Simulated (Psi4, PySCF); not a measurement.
Here is a job for PySCF.
```python
from pyscf import gto, scf, mp

mol = gto.Mole()
mol.atom = '''
    C     0.600860    1.813513    0.015565
    C     0.616104    0.514451    0.003281
    C    -0.565259   -0.355802   -0.001915
    C    -0.487699   -1.678902   -0.014584
    H    -0.112541    2.604878    0.024841
    H     1.560762   -0.020559   -0.004168
    H    -1.522082    0.147586    0.005267
    H     0.459133   -2.193767   -0.021848
    H    -1.369306   -2.297694   -0.018172
'''
mol.basis = '6-31g*'
mol.charge = 0
mol.spin = 1
mol.verbose = 4
mol.build()

mf = scf.UHF(mol)
mf.kernel()

pt = mp.MP2(mf, frozen=4)
pt.kernel()
print('E(MP2) = %.10f' % pt.e_tot)
```

Problem. Write the same job for Psi4.

Solution. One answer among several that fit: 
```
memory 2 GB

molecule {
0 2
C     0.60085967    1.81351297    0.01556469
C     0.61610420    0.51445077    0.00328056
C    -0.56525911   -0.35580246   -0.00191456
C    -0.48769899   -1.67890196   -0.01458395
H    -0.11254112    2.60487760    0.02484085
H     1.56076214   -0.02055891   -0.00416798
H    -1.52208225    0.14758648    0.00526689
H     0.45913300   -2.19376719   -0.02184815
H    -1.36930637   -2.29769393   -0.01817201
}

set {
  basis 6-31g*
  reference uhf
  freeze_core true
  mp2_type conv
  scf_type pk
  puream true
  d_convergence 1e-8
}

energy('mp2')
print_variables()
```

Both were run: PySCF gave -154.719970 Eh and Psi4 -154.719975 Eh, 0.005 mEh apart.
